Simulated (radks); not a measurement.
Results of a calculation; reference values are marked as such.
Bi V, configuration [Xe] 4f14 5d9.75 6s1 7s0.25 (fractional occupations, a model configuration). Level of theory: Dirac Kohn-Sham, PBE, spin-unpolarised, spherical densities, point nucleus; open shells are shared between the two j in proportion to 2j + 1 (a radial shooting solver on a logarithmic mesh with Libxc functionals).

Unscreened Slater integrals over Kohn-Sham orbitals (cm^-1). Large and small components are both included. Empty in this configuration: 6p1/2.

| integral | value |
|---|---|
| F0(7s1/2,7s1/2) | 50676 |
| F0(7s1/2,6s1/2) | 61704 |
| G0(7s1/2,6s1/2) | 3919.5 |
| F0(7s1/2,5d5/2) | 65597 |
| G2(7s1/2,5d5/2) | 4245.3 |
| F0(7s1/2,5d3/2) | 65787 |
| G2(7s1/2,5d3/2) | 4054.9 |
| F0(7s1/2,6p1/2) | 60347 |
| G1(7s1/2,6p1/2) | 6417.4 |
| F0(6s1/2,6s1/2) | 101800 |
| F0(6s1/2,5d5/2) | 118650 |
| G2(6s1/2,5d5/2) | 25911 |
| F0(6s1/2,5d3/2) | 119390 |
| G2(6s1/2,5d3/2) | 23803 |
| F0(6s1/2,6p1/2) | 95199 |
| G1(6s1/2,6p1/2) | 64813 |
| F0(5d5/2,5d5/2) | 162910 |
| F2(5d5/2,5d5/2) | 85949 |
| F4(5d5/2,5d5/2) | 57734 |
| F0(5d5/2,5d3/2) | 165350 |
| F2(5d5/2,5d3/2) | 87147 |
| G2(5d5/2,5d3/2) | 86995 |
| G4(5d5/2,5d3/2) | 58460 |
| F0(5d5/2,6p1/2) | 107500 |
| G3(5d5/2,6p1/2) | 15562 |
| F0(5d3/2,5d3/2) | 167920 |
| F2(5d3/2,5d3/2) | 88566 |
| F0(5d3/2,6p1/2) | 108040 |
| G1(5d3/2,6p1/2) | 16907 |
| F0(6p1/2,6p1/2) | 90021 |
